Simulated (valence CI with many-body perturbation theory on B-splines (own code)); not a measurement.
**Energy levels of Er¹⁹⁺**

Calculated by valence CI with perturbative core correlation (CI+MBPT): three valence electrons over a frozen Dirac-Fock core [Kr] 4d10, radial functions for each j: 7 s, 7 p, 7 d, 7 f, 4 g, 2 h, with the one-electron correlation potential Σ1, the two-electron term Σ2, the three-electron term Σ3, Breit, model QED; selected CI, second order for the rest, scaled by the run's own slope (own B-spline code, finite nucleus).

No measured levels were compared; by estimate terms of the open shell hold to a few per cent of their energy, and close levels can change places. The list stops below the first excitations out of the core.

Levels 136 to 144 of 144, with energies above the lowest level, (4f5/2^3) J=9/2. "Leading %" is the weight of the configuration and term that name the level; weights of strongly mixed levels are sums over their largest components and can fall short. In the jj column 3d3/2^4 stands for four electrons in 3d with j = 3/2. Lifetimes count E1, E2, E3, M1 and M2 decay at the calculated energies, and are blank where another channel may lead or the interval is too uncertain; long ones can be off by a factor of two.

```tsv
No.	Configuration	Term	J	E (eV)	Leading %	g	Lifetime	Leading jj
136	4f2.5p	2P°	3/2	107.21	96	1.329	35.0 ps	4f7/2^2 5p3/2 (74 %)
137	4f.5s.5p	4G	5/2	122.16	56	0.765	6.70 ns	4f5/2 5s 5p1/2 (99 %)
138	4f.5s.5p	4G	7/2	123.81	53	1.069	731 ps	4f5/2 5s 5p1/2 (62 %)
139	4f.5s.5p	4F	3/2	124.03	67	0.574	545 ps	4f5/2 5s 5p1/2 (92 %)
140	4f.5s.5p	2F	7/2	124.44	34	1.180	974 ps	4f7/2 5s 5p1/2 (67 %)
141	4f.5s.5p	4F	5/2	124.60	26	1.029	366 ps	4f5/2 5s 5p1/2 (84 %)
142	4f.5s.5p	4F	9/2	125.98	39	1.219	479 ps	4f7/2 5s 5p1/2 (93 %)
143	4f.5s.5p	2F	5/2	126.33	47	0.984	425 ps	4f7/2 5s 5p1/2 (81 %)
144	4f.5s.5p	2G	7/2	126.93	46	1.072	309 ps	4f7/2 5s 5p1/2 (95 %)
```

Where two levels of one J and parity lie close, their mixing, g and order are uncertain.
